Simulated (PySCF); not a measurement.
**How methods differ on the ionisation energy of Cu¹²⁺**

Cu¹²⁺ [Ne] 3s2 3p5 (2P) → Cu¹³⁺ [Ne] 3s2 3p4 (3P), as a difference of total energies. Computed with PySCF 2.14 in an even-tempered Gaussian basis (19 s from 0.69 bohr⁻², ratio 2.5; 12 p from 0.9 bohr⁻², ratio 2.5; 5 d from 6.3 bohr⁻², ratio 2.7; 4 f from 9.5 bohr⁻², ratio 2.7), with scalar relativity by spin-free X2C-1e. Correlated levels: outer shells: 1s2 frozen; virtual orbitals above 40 to 60 times the deepest correlated orbital energy dropped. The calculations carry no spin-orbit coupling.

```
                method  ionisation energy (eV)
                   UHF                  399.91
    MP2 (outer shells)                  400.86
SCS-MP2 (outer shells)                  400.81
   CCSD (outer shells)                  400.78
CCSD(T) (outer shells)                  400.79
```

Question: How much does correlation contribute at CCSD(T) (outer shells)?

Answer: 400.79 − (399.91) = 0.88 eV, measured against UHF.

A first-order spin-orbit estimate (lowest level to lowest level, LS coupling) adds -0.045 eV.

For comparison: 401 ± 0.3 eV (semi-empirical (NIST evaluation); NIST Atomic Spectra Database, ionization energies).
